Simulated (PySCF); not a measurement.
Species: C4H3Br.
SMILES with atom numbers: `[CH:1]#[C:2][C:3](=[CH2:4])[Br:5]` (hydrogens: H6 on C1; H7, H8 on C4)

Geometry (PBE0-D3(BJ)/def2-SVP, Å), atoms numbered from 1 in this order:
```
atom  x, y, z in Å
C1     2.029   -0.731    0.084
C2     0.945   -0.187    0.111
C3    -0.315    0.466    0.151
C4    -1.455   -0.032   -0.342
Br5   -0.293    2.175    0.984
H6     2.987   -1.217    0.060
H7    -1.451   -1.015   -0.820
H8    -2.393    0.522   -0.280
```

Method used: MP2 and CCSD/aug-cc-pVDZ in PySCF, restricted Hartree–Fock reference, frozen core, non-relativistic, gas phase, PBE0-D3(BJ)/def2-SVP geometry.

E(HF) = -2725.52491 Eh.

(1) How large is the problem?

(2) What are the MP2 and CCSD correlation energies?

(3) What is the T1 diagnostic?

(4) How does correlation change the dipole moment?

## Answers

(1) 155 basis functions and 62 electrons; 13 orbitals frozen, which leaves o = 18 correlated occupied and v = 124 virtual orbitals. That is o·v = 2232 singles and o·v(o·v + 1)/2 = 2492028 distinct closed-shell doubles amplitudes before symmetry; the costliest CCSD step grows as o²v⁴ = 7.7 × 10^10.

(2) MP2 -0.6742 Eh and CCSD -0.7050 Eh, which gives totals of -2726.19912 and -2726.22993 Eh. That is 0.533 eV for each correlated electron at CCSD (1851 kJ/mol in all, 0.026 % of the total energy); MP2 gives 95.6 % of the CCSD value.

(3) 0.0103, below the customary warning level of 0.02. It is the norm of the spatial-orbital singles amplitudes over the root of the number of correlated electrons, so the norm is 0.062.

(4) HF gives 1.68 D and CCSD (unrelaxed density) 1.40 D, a change of -0.28 D; the two vectors are 6° apart.

No triples correction and no basis-set extrapolation were made.

The job also held the EOM ionisation roots. Hardware: one thread, Arm Neoverse V1 (aarch64), no GPU (shared host). Cost: 9.3 min wall, 2.8 GiB resident at most.
